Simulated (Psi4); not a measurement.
Intermolecular potential of F4Si ··· H3ClSi (SMILES F[Si](F)(F)F and [SiH3]Cl). Monomers: optimised at B3LYP-D3(BJ) (def2-TZVP), held rigid. Orientation: lowest of the rigid-body minima from ten starts at GFN2-xTB. Only R, the distance of the centres of mass, is varied, so the lowest point isn't the relaxed dimer.

Levels of theory: PBE/def2-TZVP, counterpoise-corrected (Psi4); PBE-D3(BJ)/def2-TZVP, counterpoise-corrected (Psi4); SAPT0/jun-cc-pVDZ, frozen core (Psi4).

Interaction energies in kcal/mol; the last columns give the difference from SAPT0:

```json
[
 {"R / Å": "3.18", "PBE/def2-TZVP": "6.89", "PBE-D3(BJ)/def2-TZVP": "4.32", "SAPT0/jun-cc-pVDZ": "6.98", "PBE/def2-TZVP − SAPT0/jun-cc-pVDZ": "-0.09", "PBE-D3(BJ)/def2-TZVP − SAPT0/jun-cc-pVDZ": "-2.66"},
 {"R / Å": "3.40", "PBE/def2-TZVP": "2.54", "PBE-D3(BJ)/def2-TZVP": "0.25", "SAPT0/jun-cc-pVDZ": "2.35", "PBE/def2-TZVP − SAPT0/jun-cc-pVDZ": "0.19", "PBE-D3(BJ)/def2-TZVP − SAPT0/jun-cc-pVDZ": "-2.10"},
 {"R / Å": "3.57", "PBE/def2-TZVP": "0.88", "PBE-D3(BJ)/def2-TZVP": "-1.18", "SAPT0/jun-cc-pVDZ": "0.60", "PBE/def2-TZVP − SAPT0/jun-cc-pVDZ": "0.28", "PBE-D3(BJ)/def2-TZVP − SAPT0/jun-cc-pVDZ": "-1.78"},
 {"R / Å": "3.80", "PBE/def2-TZVP": "-0.15", "PBE-D3(BJ)/def2-TZVP": "-1.90", "SAPT0/jun-cc-pVDZ": "-0.46", "PBE/def2-TZVP − SAPT0/jun-cc-pVDZ": "0.31", "PBE-D3(BJ)/def2-TZVP − SAPT0/jun-cc-pVDZ": "-1.43"},
 {"R / Å": "4.03", "PBE/def2-TZVP": "-0.49", "PBE-D3(BJ)/def2-TZVP": "-1.94", "SAPT0/jun-cc-pVDZ": "-0.79", "PBE/def2-TZVP − SAPT0/jun-cc-pVDZ": "0.30", "PBE-D3(BJ)/def2-TZVP − SAPT0/jun-cc-pVDZ": "-1.15"},
 {"R / Å": "4.21", "PBE/def2-TZVP": "-0.55", "PBE-D3(BJ)/def2-TZVP": "-1.78", "SAPT0/jun-cc-pVDZ": "-0.82", "PBE/def2-TZVP − SAPT0/jun-cc-pVDZ": "0.27", "PBE-D3(BJ)/def2-TZVP − SAPT0/jun-cc-pVDZ": "-0.95"},
 {"R / Å": "4.52", "PBE/def2-TZVP": "-0.48", "PBE-D3(BJ)/def2-TZVP": "-1.38", "SAPT0/jun-cc-pVDZ": "-0.70", "PBE/def2-TZVP − SAPT0/jun-cc-pVDZ": "0.22", "PBE-D3(BJ)/def2-TZVP − SAPT0/jun-cc-pVDZ": "-0.68"},
 {"R / Å": "4.77", "PBE/def2-TZVP": "-0.38", "PBE-D3(BJ)/def2-TZVP": "-1.08", "SAPT0/jun-cc-pVDZ": "-0.57", "PBE/def2-TZVP − SAPT0/jun-cc-pVDZ": "0.18", "PBE-D3(BJ)/def2-TZVP − SAPT0/jun-cc-pVDZ": "-0.51"},
 {"R / Å": "5.33", "PBE/def2-TZVP": "-0.19", "PBE-D3(BJ)/def2-TZVP": "-0.58", "SAPT0/jun-cc-pVDZ": "-0.33", "PBE/def2-TZVP − SAPT0/jun-cc-pVDZ": "0.13", "PBE-D3(BJ)/def2-TZVP − SAPT0/jun-cc-pVDZ": "-0.25"},
 {"R / Å": "5.98", "PBE/def2-TZVP": "-0.08", "PBE-D3(BJ)/def2-TZVP": "-0.27", "SAPT0/jun-cc-pVDZ": "-0.17", "PBE/def2-TZVP − SAPT0/jun-cc-pVDZ": "0.10", "PBE-D3(BJ)/def2-TZVP − SAPT0/jun-cc-pVDZ": "-0.10"},
 {"R / Å": "6.99", "PBE/def2-TZVP": "-0.02", "PBE-D3(BJ)/def2-TZVP": "-0.10", "SAPT0/jun-cc-pVDZ": "-0.07", "PBE/def2-TZVP − SAPT0/jun-cc-pVDZ": "0.05", "PBE-D3(BJ)/def2-TZVP − SAPT0/jun-cc-pVDZ": "-0.03"},
 {"R / Å": "8.29", "PBE/def2-TZVP": "-0.01", "PBE-D3(BJ)/def2-TZVP": "-0.04", "SAPT0/jun-cc-pVDZ": "-0.03", "PBE/def2-TZVP − SAPT0/jun-cc-pVDZ": "0.02", "PBE-D3(BJ)/def2-TZVP − SAPT0/jun-cc-pVDZ": "-0.01"}
]
```

PBE/def2-TZVP is furthest from SAPT0/jun-cc-pVDZ at 3.80 (0.31 kcal/mol, above); its mean absolute difference over the points is 0.18 kcal/mol.

PBE-D3(BJ)/def2-TZVP is furthest from SAPT0/jun-cc-pVDZ at 3.18 (-2.66 kcal/mol, below); its mean absolute difference over the points is 0.97 kcal/mol.
